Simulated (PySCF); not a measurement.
ClHMgO, SMILES [Cl][Mg][OH]. Geometry: PBE-D3(BJ)/def2-TZVP. The values are those of a single conformer.

These are PBE-D3(BJ)/def2-TZVP run with PySCF values and carry that method's errors.

Harmonic wavenumbers (cm⁻¹): 131, 138, 288, 401, 797, 3880. Rotational constants (GHz): 1496, 2.533, 2.529; symmetry number 1.

Work out the zero-point energy and the ideal-gas rigid-rotor harmonic-oscillator thermochemistry at 298.15 K and 1 atm.

ZPE = ½ Σ hcν = ½ × 5634 cm⁻¹ = 8.05 kcal/mol. H − E(el) = 11.78 kcal/mol. Entropy in cal/(mol K): translation 38.93, rotation 21.04, vibration 8.43, total 68.40. G − E(el) = -8.61 kcal/mol. Cp = 15.61 cal/(mol K). Modes under 150 cm⁻¹ make the vibrational entropy uncertain.
